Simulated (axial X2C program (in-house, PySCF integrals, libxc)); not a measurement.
# TiO⁺: nuclear properties from DFT to coupled cluster

Calculated with an axial X2C code built on PySCF integrals: two-component X2C with atomic mean-field Coulomb and Gaunt terms, Gaussian nuclei, basis Ti dyall-acv3z, O dyall-av3z with contracted cores.

R = 1.558 Å (near the PBE0 minimum at charge 1 of the determinant lowest at the starting distance; the state shown can have its own minimum elsewhere); state Ω = 3/2 (⟨Sz⟩ = -0.50, ⟨Lz⟩ = 2.00 at PBE0).

```json
{"level": "PBE0", "Eeff magnitude (GV/cm)": "0.0794", "Ws magnitude Ti (kHz)": "0.0201", "A∥/gI Ti (MHz)": "390", "qzz Ti (a.u.)": "-0.52", "A∥/gI O (MHz)": "4.74"}
{"level": "HF", "Eeff magnitude (GV/cm)": "0.286", "Ws magnitude Ti (kHz)": "0.0721", "A∥/gI Ti (MHz)": "494", "qzz Ti (a.u.)": "0.03", "A∥/gI O (MHz)": "35.1"}
{"level": "B3LYP", "Eeff magnitude (GV/cm)": "0.0679", "Ws magnitude Ti (kHz)": "0.0173", "A∥/gI Ti (MHz)": "374", "qzz Ti (a.u.)": "-0.60", "A∥/gI O (MHz)": "4.89"}
```

Eeff is the effective electric field on the electron electric dipole moment in this Ω state and Ws the scalar–pseudoscalar constant of the nucleus named (defined with the proton number Z and per Ω); A∥ (defined per Ω) follows by multiplying with gI = μI/(I μN); qzz is the electric field gradient, eQq0 = 234.96 MHz × Q/barn × qzz. The operators were transformed with the bare-nucleus X2C matrices; with these basis sets, hyperfine constants and field gradients can be off by tens of per cent, and where levels differ in sign neither size nor sign is settled.

Finite-field MP2, CCSD and CCSD(T), with 17 electrons correlated in 130 natural virtual spinors (MP2 remainder added):

```json
{"level": "MP2", "Eeff magnitude (GV/cm)": "0.855", "Ws magnitude Ti (kHz)": "0.219", "A∥/gI Ti (MHz)": "-33.1", "qzz Ti (a.u.)": "-0.58", "A∥/gI O (MHz)": "-207"}
{"level": "CCSD", "Eeff magnitude (GV/cm)": "0.0821", "Ws magnitude Ti (kHz)": "0.0209", "A∥/gI Ti (MHz)": "383", "qzz Ti (a.u.)": "-0.30", "A∥/gI O (MHz)": "-0.951"}
{"level": "CCSD(T)", "Eeff magnitude (GV/cm)": "0.0912", "Ws magnitude Ti (kHz)": "0.0232", "A∥/gI Ti (MHz)": "297", "qzz Ti (a.u.)": "-0.47", "A∥/gI O (MHz)": "-29.3"}
```

T1 = 0.035 (Lee–Taylor), a sign of multireference character. One unrestricted determinant, the lowest of a limited PBE0 search, is the reference; the functionals treat spin collinearly. The sign of Eeff is opposite to CCSD(T) at PBE0, HF, B3LYP, CCSD. Eeff spreads by more than a factor of two over the levels. Correlation of the inner shells is missing, which matters for properties at the nucleus. Number of frozen shells: Ti 2 s, 1 p; O 1 s.

Problem. By how much does correlation change each value, CCSD(T) against HF?

Solution. A∥/gI Ti -40 %; qzz Ti from 0.03 to -0.47, a change of sign; A∥/gI O from 35.1 to -29.3, a change of sign.
